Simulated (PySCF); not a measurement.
SMILES [OH][Al]([OH])[c]1cc[c](cc1)[GeH3] (C6H9AlGeO2) at its GFN2-xTB optimised geometry (Å):

```
19

Ge    -2.2876     3.4994    -0.0071
C     -1.3980     1.7633     0.0019
C     -0.0123     1.6645    -0.0040
C      0.6080     0.4280    -0.0048
C     -0.1391    -0.7458     0.0000
C     -1.5276    -0.6435     0.0061
C     -2.1472     0.5922     0.0075
Al     0.7527    -2.5218     0.0000
O      2.3971    -2.5218     0.0000
O     -0.2253    -3.8434    -0.0003
H     -1.3046     4.6020     0.2220
H     -3.3420     3.5769     1.0515
H     -2.9774     3.7653    -1.3087
H      0.5827     2.5702    -0.0061
H      1.6884     0.3680    -0.0085
H     -2.1250    -1.5457     0.0112
H     -3.2291     0.6571     0.0147
H      3.3420    -2.5311     0.0002
H     -0.7887    -4.6020    -0.0009
```

Calculation: PBE0/def2-SVP run with PySCF. Cells within 0.4 Å of a nucleus heavier than hydrogen are left out (blank, or x).

Map of the deformation density (molecule minus spherical neutral atoms) (e/bohr³) on the plane z = 0.0 Å:

```
|222222222222222222222222222|
|222222222222222222222222222|
|222222222222222222222222222|
|222222222222222222222222222|
|222222222242222222222222222|
|222222221364222222222222222|
|222222221x32222222222222222|
|222222222x22111222222222222|
|222222212352136122222222222|
|222222211374469222222222222|
|2222222113xx9x3112222222222|
|222222134681178222222222222|
|222222189x3002x881222222222|
|222222222781178441222222222|
|2222222113x98x4112222222222|
|2222222227745x4222222222222|
|222222221741254223222222222|
|222222222111222137330222222|
|22222222222221xx3xx60222222|
|222222222222442124221222222|
|222222222222xx4222222222222|
|222222222212833222222222222|
|222222222210222222222222222|
|222222222221122222222222222|
|222222222222222222222222222|
|222222222222222222222222222|
|222222222222222222222222222|
```
Scale: ten equal steps from -0.030 (start of '0') to 0.090 (end of '9'), in the order '0123456789'; x runs from -7.00 to 7.00, y from -7.00 (bottom) to 7.00 (top).
